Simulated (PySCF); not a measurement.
A survey of 15N NMR shifts

Computed data (PySCF): GFN2-xTB structure, GIAO PBE0/pcSseg-1 shieldings. Rapidly exchanging positions averaged, a single conformation, gas phase, non-relativistic.

Shieldings were converted by a linear fit to measured shifts: 15N (scatter 6.3 ppm rms vs CH3NO2, solution or neat liquid). Occasional misses reach two or three times the rms, and more in compound classes unlike the fitted ones.

Problem. Give the 15N shifts of `NCCCS`.

Solution. 
```json
{"compound": "NCCCS", "environment": "amine nitrogen", "δ (ppm)": "-360.6"}
```

Problem. Match the shifts -8.1, -38.6, -120.1, -379.6 ppm to `C=CC[Si@H](/C=C/C)NC`, `C=N[C@@]12C=C[C@@H](CC1)C2`, `C=C/C(C)=N\[C@@H]([SiH3])CC`, `N#C[C@@H]1C[C@@H]2CC[C@H]1C2`.

Solution. -8.1: C=N[C@@]12C=C[C@@H](CC1)C2 (imine nitrogen); -38.6: C=C/C(C)=N\[C@@H]([SiH3])CC (imine nitrogen); -120.1: N#C[C@@H]1C[C@@H]2CC[C@H]1C2 (nitrile nitrogen); -379.6: C=CC[Si@H](/C=C/C)NC (nitrogen bonded to C, Si, H).
